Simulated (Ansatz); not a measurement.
```yaml
crystal:
  periodic: [true, true, true]
  atoms:
    - {symbol: F, position_ang: [0.169080, -0.364802, 1.679753]}
    - {symbol: Si, position_ang: [0.203634, -0.463143, 0.109086]}
    - {symbol: F, position_ang: [-0.136157, -1.942910, -0.302694]}
    - {symbol: F, position_ang: [1.688435, -0.157442, -0.314868]}
    - {symbol: Se, position_ang: [-1.281768, 0.873244, -0.884383]}
    - {symbol: H, position_ang: [-0.643224, 2.055043, -0.286883]}
basis:
  gaussian: {orbitals: 6-31G, final_grid: {core_spheres: 20, valence_spheres: 16, degree: 47}}
hamiltonian: {xc: {name: PBEsol}}
scf: {lower_state_search: light}
```

```sh
$ ansatz run in.yaml --threads 4 --pin off --events-out ev --progress --plain --max-ram 10444MiB
```

Output, abridged:

```
Error: YAML parse error: error: line 2 column 3: crystal: missing field `lattice` (a structure is typed as `lattice` and `atoms`, a molecule's as `atoms` in Å alone, or read from a run's directory, `checkpoint`)
 --> <input>:2:3
1 | crystal:
2 |   periodic: [true, true, true]
3 |   atoms:
4 |     - {symbol: F, position_ang: [0.169080, -0.364802, 1.679753]}
```

Q: What is wrong with this run?

A: The molecule is marked periodic without a cell. The input was rejected before any iteration.
